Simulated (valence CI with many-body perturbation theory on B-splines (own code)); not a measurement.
**E1 transitions of Zn24+**

Level of theory: configuration interaction combined with many-body perturbation theory (CI+MBPT): four valence electrons over a frozen Dirac-Fock core [He], a basis of 11 s, 11 p, 9 d, 7 f, 5 g, 2 h, 1 i functions for each j, with the one-electron correlation potential Σ1 (screened to all orders), the two-electron term Σ2, the three-electron term Σ3, Breit, model QED; selected single and double excitations, second order for the rest (own B-spline code, finite nucleus).

No measured levels were compared; by estimate levels of excited configurations hold to 0.05 to 0.15 % of their energy, terms of the ground configuration to about 0.5 %. Among the levels kept, up to 250 cm⁻¹ of a level comes from second order outside the variational space, and about a tenth of that is noise between levels of different J, which matters for small intervals.

Lines 101 to 150 of 270 in falling wavelength, among levels below 1504.5 eV, chosen from the strongest by gf and those to the six lowest levels. Wavelengths and rates use the calculated energies, so an error of 700 cm⁻¹ moves a line at 9.650 Å by 0.0068 % and its rate by three times that or more. Electric multipoles are in the length gauge, E1 and E2 with the static RPA response of the core. Weak lines are less certain than strong ones. Lines between different terms over intervals too small for the method are left out, as are lines whose strength nearly cancels. The highest levels of a list are the least certain.

Names give the largest LS component (configuration and term), which can be under half, so a name can repeat, a term be missing and a line seem to break the LS rules; names also repeat where a configuration has a term twice. Letters in brackets count levels of one name in rising energy.

| λ vac (Å) | Upper | Lower | A (s⁻¹) | S (a.u.) with core polarisation | S without |
| --- | --- | --- | --- | --- | --- |
| 9.650 | 2s 2p2 3s 1P_1 | 2s 2p3 1P°_1 | 3.73e+12 | 4.96e-03 | 4.95e-03 |
| 9.618 | 2s 2p2 3s 3P_1 [a] | 2s 2p3 3D°_2 | 3.71e+12 | 4.89e-03 | 4.87e-03 |
| 9.608 | 2s 2p2 3s 3D_2 | 2s 2p3 3P°_2 | 1.90e+12 | 4.15e-03 | 4.13e-03 |
| 9.595 | 2s 2p2 3s 3P_2 [a] | 2s 2p3 3D°_3 | 2.95e+12 | 6.44e-03 | 6.41e-03 |
| 9.536 | 2s2 2p 3s 3P°_2 | 2s2 2p2 1D_2 | 1.17e+12 | 2.50e-03 | 2.49e-03 |
| 9.534 | 2s2 2p 3s 3P°_1 | 2s2 2p2 3P_2 | 2.64e+12 | 3.39e-03 | 3.37e-03 |
| 9.528 | 2s2 2p 3p 3S_1 | 2s 2p3 5S°_2 | 2.34e+11 | 3.00e-04 | 2.99e-04 |
| 9.511 | 2s2 2p 3s 1P°_1 | 2s2 2p2 1D_2 | 4.04e+12 | 5.14e-03 | 5.12e-03 |
| 9.498 | 2s 2p2 3s 5P_1 | 2s 2p3 5S°_2 | 2.62e+12 | 3.32e-03 | 3.31e-03 |
| 9.489 | 2s2 2p 3s 3P°_0 | 2s2 2p2 3P_1 | 3.94e+12 | 1.66e-03 | 1.66e-03 |
| 9.484 | 2s 2p2 3s 1P_1 | 2s 2p3 1D°_2 | 4.55e+12 | 5.74e-03 | 5.72e-03 |
| 9.479 | 2s2 2p 3s 3P°_1 | 2s2 2p2 3P_1 | 6.94e+11 | 8.75e-04 | 8.71e-04 |
| 9.402 | 2s 2p2 3s 5P_2 | 2s 2p3 5S°_2 | 2.79e+12 | 5.73e-03 | 5.71e-03 |
| 9.395 | 2s 2p2 3s 3D_3 | 2s 2p3 3D°_3 | 3.56e+12 | 1.02e-02 | 1.02e-02 |
| 9.391 | 2s 2p2 3d 3D_1 | 2s 2p3 3S°_1 | 2.97e+12 | 3.64e-03 | 3.65e-03 |
| 9.367 | 2s 2p2 3s 3D_2 | 2s 2p3 3D°_1 | 1.78e+12 | 3.61e-03 | 3.60e-03 |
| 9.365 | 2s 2p2 3d 3F_2 | 2s 2p3 3P°_1 | 4.10e+12 | 8.31e-03 | 8.33e-03 |
| 9.348 | 2s2 2p 3s 3P°_2 | 2s2 2p2 3P_2 | 2.01e+12 | 4.05e-03 | 4.03e-03 |
| 9.342 | 2s 2p2 3s 3D_3 | 2s 2p3 3D°_2 | 2.06e+12 | 5.81e-03 | 5.79e-03 |
| 9.340 | 2s2 2p 3d 3D°_1 | 2s2 2p2 1S_0 | 2.12e+11 | 2.56e-04 | 2.56e-04 |
| 9.340 | 2s2 2p 3s 3P°_1 | 2s2 2p2 3P_0 | 1.37e+12 | 1.65e-03 | 1.64e-03 |
| 9.329 | 2s 2p2 3s 5P_3 | 2s 2p3 5S°_2 | 3.25e+12 | 9.11e-03 | 9.08e-03 |
| 9.324 | 2s2 2p 3s 1P°_1 | 2s2 2p2 3P_2 | 4.54e+11 | 5.45e-04 | 5.42e-04 |
| 9.313 | 2s 2p2 3d 3P_1 | 2s 2p3 3P°_0 | 1.07e+13 | 1.28e-02 | 1.28e-02 |
| 9.303 | 2s 2p2 3s 3P_2 [b] | 2s 2p3 3P°_2 | 2.44e+12 | 4.85e-03 | 4.84e-03 |
| 9.295 | 2s2 2p 3s 3P°_2 | 2s2 2p2 3P_1 | 1.21e+12 | 2.40e-03 | 2.39e-03 |
| 9.288 | 2s 2p2 3s 3S_1 | 2s 2p3 3P°_1 | 2.99e+12 | 3.55e-03 | 3.54e-03 |
| 9.277 | 2s 2p2 3d 3D_2 | 2s 2p3 3P°_2 | 6.98e+12 | 1.37e-02 | 1.38e-02 |
| 9.276 | 2s 2p2 3d 3P_0 | 2s 2p3 3P°_1 | 1.30e+13 | 5.13e-03 | 5.14e-03 |
| 9.274 | 2s 2p2 3d 3D_1 | 2s 2p3 3P°_2 | 4.16e+12 | 4.92e-03 | 4.93e-03 |
| 9.272 | 2s2 2p 3d 3F°_2 | 2s2 2p2 1D_2 | 7.36e+11 | 1.45e-03 | 1.45e-03 |
| 9.272 | 2s2 2p 3s 1P°_1 | 2s2 2p2 3P_1 | 2.62e+11 | 3.09e-04 | 3.07e-04 |
| 9.271 | 2s 2p2 3d 3D_3 | 2s 2p3 3P°_2 | 4.44e+12 | 1.22e-02 | 1.23e-02 |
| 9.245 | 2s 2p2 3d 3D_2 | 2s 2p3 3P°_1 | 3.90e+12 | 7.60e-03 | 7.61e-03 |
| 9.243 | 2s 2p2 3d 3D_1 | 2s 2p3 3P°_1 | 1.13e+13 | 1.32e-02 | 1.32e-02 |
| 9.235 | 2s 2p2 3d 3P_2 | 2s 2p3 3D°_1 | 1.24e+13 | 2.42e-02 | 2.42e-02 |
| 9.225 | 2s 2p2 3d 3D_1 | 2s 2p3 3P°_0 | 5.05e+12 | 5.87e-03 | 5.88e-03 |
| 9.223 | 2s2 2p 3d 3F°_3 | 2s2 2p2 1D_2 | 2.18e+11 | 5.90e-04 | 5.91e-04 |
| 9.222 | 2s 2p2 3d 5D_2 | 2s 2p3 3D°_1 | 4.82e+12 | 9.32e-03 | 9.34e-03 |
| 9.221 | 2s2 2p 3d 3P°_2 [a] | 2s2 2p2 1D_2 | 9.86e+11 | 1.91e-03 | 1.91e-03 |
| 9.190 | 2s 2p2 3d 3F_3 [b] | 2s 2p3 3D°_3 | 2.76e+12 | 7.39e-03 | 7.40e-03 |
| 9.180 | 2s 2p2 3d 3F_2 | 2s 2p3 3D°_2 | 9.37e+12 | 1.79e-02 | 1.79e-02 |
| 9.163 | 2s2 2p 3d 3P°_1 | 2s2 2p2 1S_0 | 3.93e+11 | 4.48e-04 | 4.48e-04 |
| 9.161 | 2s 2p2 3d 3F_3 [a] | 2s 2p3 3D°_2 | 6.72e+12 | 1.79e-02 | 1.79e-02 |
| 9.139 | 2s 2p2 3d 3F_3 [b] | 2s 2p3 3D°_2 | 1.18e+13 | 3.11e-02 | 3.11e-02 |
| 9.133 | 2s 2p2 3d 3P_1 | 2s 2p3 3D°_1 | 3.88e+12 | 4.37e-03 | 4.38e-03 |
| 9.125 | 2s 2p2 3d 3F_4 | 2s 2p3 3D°_3 | 2.29e+13 | 7.71e-02 | 7.73e-02 |
| 9.120 | 2s 2p2 3p 5D°_1 [b] | 2s2 2p2 1S_0 | 1.99e+12 | 2.23e-03 | 2.24e-03 |
| 9.114 | 2s 2p2 3d 3D_2 | 2s 2p3 3D°_3 | 3.41e+12 | 6.36e-03 | 6.37e-03 |
| 9.109 | 2s 2p2 3d 3D_3 | 2s 2p3 3D°_3 | 1.01e+13 | 2.63e-02 | 2.64e-02 |
